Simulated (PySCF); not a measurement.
## Electronic structure of O⁺ (oxygen, charge +1) at the UHF level

Configuration: [He] 2s2 2p3, high-spin 4S determinant. Calculation: PySCF 2.14, in cc-pVDZ-DK (3s2p1d, 14 functions); scalar relativity by spin-free X2C-1e.

```json
{
  "Total energy": "-74.404853 hartree",
  "One-electron energy": "-98.4663 hartree",
  "Hartree (Coulomb) energy": "31.9679 hartree",
  "Exchange energy": "-7.9064 hartree",
  "⟨S²⟩": "3.7543",
  "⟨L²⟩": "0.000",
  "Sum of ⟨r⟩": "5.851 bohr",
  "Sum of ⟨r²⟩": "7.525 bohr²",
  "Langevin diamagnetic susceptibility": "-5.96 ×10⁻⁶ cm³/mol",
  "Time after the integrals": "0.04 s of wall time on 1 thread of Neoverse-V1 (shared host)"
}
```

```tsv
shell	electrons	mean orbital energy (eV)	rms radius, mean of both spins (bohr)
1s α	1	-583.33	0.230
1s β	1	-579.60	0.230
2s α	1	-56.498	1.21
2s β	1	-41.924	1.21
2p α	3	-36.186	1.23
```
